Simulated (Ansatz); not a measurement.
Ansatz (a quantum-chemistry and plane-wave program) input (PBE0/STO-3G):

Ansatz 0.2 input:
```yaml
crystal:
  periodic: [false, false, false]
  atoms:
    - {symbol: Si, position_ang: [-0.54789599, -0.16951813, -0.88486665]}
    - {symbol: Br, position_ang: [1.01487365, 0.07174800, 0.74405951]}
    - {symbol: O, position_ang: [-1.43181895, 1.21377960, -1.02525711]}
    - {symbol: O, position_ang: [-1.61316984, -1.35151196, -0.50853270]}
    - {symbol: H, position_ang: [-0.96384929, 2.05428361, -1.04198209]}
    - {symbol: H, position_ang: [-2.52627396, -1.09035104, -0.34164924]}
basis:
  gaussian:
    orbitals: STO-3G
hamiltonian:
  xc: {name: PBE0}
magnetization: {spin_polarized: true, initial_magnetization: 1}
```

Output:

```
Functional definition: PBE0
integrals: 0.01 GiB planned
443 factors; integrals over basis functions are off by at most 4.3e-5 eV
mean field: 0.23 GiB planned
mean field evaluation 1: about -81120.5082 eV, gradient 1.9e1 eV
mean field evaluation 2: about -81120.0245 eV, gradient 2.3e1 eV
mean field evaluation 4: about -81123.2577 eV, gradient 5.3e-1 eV
mean field evaluation 8: about -81123.2618 eV, gradient 2.4e-2 eV
mean field -81123.26180993 eV, -2981.2248841933 hartree, gradient 1.0e-5 eV, S^2 0.752128; 0 other end points of the search recorded, 0 dependent functions left out
reference -81123.26182399 eV, -2981.2248847097 hartree; 34, 33 occupied and 5, 6 virtual orbitals, 443 factors
Total energy: -81123.26182399 eV, -2981.2248847097 hartree
```

It need not be the lowest isomer of its formula.
